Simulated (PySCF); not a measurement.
Species: PhCHFCOOEt, C₁₀H₁₁FO₂.
SMILES with atom numbers: `[CH3:1][CH2:2][O:3][C:4](=[O:5])[C@H:6]([F:7])[c:8]1[cH:9][cH:10][cH:11][cH:12][cH:13]1` (hydrogens: H14, H15, H16 on C1; H17, H18 on C2; H19 on C6; H20 on C9; H21 on C10; H22 on C11; H23 on C12; H24 on C13)

Torsions of this conformer, `[CH3:1][CH2:2][O:3][C:4](=[O:5])[C@H:6]([F:7])[c:8]1[cH:9][cH:10][cH:11][cH:12][cH:13]1`: C1–C2–O3–C4 -82°, C2–O3–C4–O5 -2°, O3–C4–C6–F7 21°, C4–C6–C8–C9 117°.

The closed-shell ground state was solved at several levels (PySCF, density fitting, gas phase, non-relativistic). Isolated species at its PBE0-D3(BJ)/def2-SVP geometry (one conformer only).

```json
{"level": "PBE0/def2-SVPD", "basis functions": "357", "total energy (Eh)": "-636.8432", "HOMO (eV)": "-7.33", "LUMO (eV)": "-0.74", "gap (eV)": "6.59", "dipole (D)": "1.41"}
{"level": "B3LYP/pcJ-1", "basis functions": "461", "total energy (Eh)": "-638.0095", "HOMO (eV)": "-7.06", "LUMO (eV)": "-0.83", "gap (eV)": "6.23", "dipole (D)": "1.36"}
{"level": "PBE0/pcSseg-1", "basis functions": "276", "total energy (Eh)": "-637.2047", "HOMO (eV)": "-7.31", "LUMO (eV)": "-0.66", "gap (eV)": "6.65", "dipole (D)": "1.39"}
```

**Question.** Estimate the row for wB97X-D/pcSseg-1, a basis of 276 functions; the other rows only guide the guess.

**Answer.** Total energy -637.7066 Eh, HOMO -9.09 eV, LUMO 1.08 eV, gap 10.17 eV, dipole 1.39 D.

**Question.** Over all these levels, which gives the widest orbital gap and which the narrowest?

**Answer.** wB97X-D/pcSseg-1 (range-separated hybrid) has the widest, 10.17 eV, and B3LYP/pcJ-1 (global hybrid, 20 % exact exchange) the narrowest, 6.23 eV. Functional and basis both differ between the two, so the spread mixes both effects.

**Question.** How far do the dipole and the HOMO energy spread over the levels?

**Answer.** The dipole runs from 1.36 to 1.41 D (mean 1.39 D) and the HOMO from -9.09 to -7.06 eV.

wB97X-D is run here without its empirical dispersion term; that term would change no orbital, density or response property at a fixed geometry.
